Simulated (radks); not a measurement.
Numerical settings for neutral rhenium, [Xe] 4f14 5d5 6s2. Calculated with a radial shooting solver on a logarithmic mesh with Libxc functionals: scalar-relativistic Kohn-Sham, SCAN, spin-polarised, spherical densities, finite nucleus; open shells are filled with parallel spins first (spin-orbit coupling, left out, can overturn this in heavy ions); meta-GGA in the generalised Kohn-Sham scheme; Fermi nuclear charge, rms radius 5.3698 fm. The defaults (mesh step 0.008 in ln r, mesh end at 40 bohr or more with all orbitals vanishing there, Anderson mixing 0.5 over 9 steps, residual threshold near 1e-9 with the energy settled to 1e-9 hartree or 1e-11 of itself, here a cap of 79 iterations) give E = -16692.099 hartree and 6s at -5.133 eV in 21 iterations. Run on one thread of a shared host, so times are rough (Arm Neoverse N1): 0.52 s of CPU time, 0.52 s wall, 21 iterations on 2440 mesh points. Changes against that run (0 stands for a change within the tolerance of the run):

[
 {"setting": "mesh step in ln r 0.005", "iterations": "79", "converged": "no", "E (mhartree)": "-0.0361", "e(6s) (meV)": "-2.3", "CPU (s)": "2.6"},
 {"setting": "mesh step in ln r 0.12", "iterations": "4", "converged": "no", "E (mhartree)": "diverged", "e(6s) (meV)": "-", "CPU (s)": "0.02"},
 {"setting": "mesh step in ln r 0.05", "iterations": "19", "converged": "yes", "E (mhartree)": "-40.7", "e(6s) (meV)": "-13.4", "CPU (s)": "0.11"},
 {"setting": "mesh end (bohr) 20", "iterations": "79", "converged": "no", "E (mhartree)": "+0.102", "e(6s) (meV)": "-2.23", "CPU (s)": "1.6"},
 {"setting": "mesh end (bohr) 400", "iterations": "22", "converged": "yes", "E (mhartree)": "+0.00634", "e(6s) (meV)": "-0.26", "CPU (s)": "0.53"},
 {"setting": "residual threshold 1e-13", "iterations": "79", "converged": "no", "E (mhartree)": "0", "e(6s) (meV)": "-0.00604", "CPU (s)": "1.4"},
 {"setting": "residual threshold 1e-05", "iterations": "15", "converged": "yes", "E (mhartree)": "-0.00135", "e(6s) (meV)": "-0.116", "CPU (s)": "0.41"},
 {"setting": "mixing 0.01", "iterations": "29", "converged": "no", "E (mhartree)": "diverged", "e(6s) (meV)": "-", "CPU (s)": "0.73"},
 {"setting": "linear mixing, mixing 0.2", "iterations": "74", "converged": "yes", "E (mhartree)": "0", "e(6s) (meV)": "0", "CPU (s)": "1.6"},
 {"setting": "linear mixing, mixing 0.8", "iterations": "8", "converged": "no", "E (mhartree)": "diverged", "e(6s) (meV)": "-", "CPU (s)": "0.47"},
 {"setting": "mixing history 3", "iterations": "21", "converged": "yes", "E (mhartree)": "0", "e(6s) (meV)": "-0.00615", "CPU (s)": "0.51"},
 {"setting": "iteration cap 5", "iterations": "5", "converged": "no", "E (mhartree)": "+3.45", "e(6s) (meV)": "+73.8", "CPU (s)": "0.16"}
]

Settings that end as converged yet miss the energy by more than 1 mhartree: mesh step in ln r 0.05 (-0.0407 hartree). A mesh that ends early acts as a hard wall.
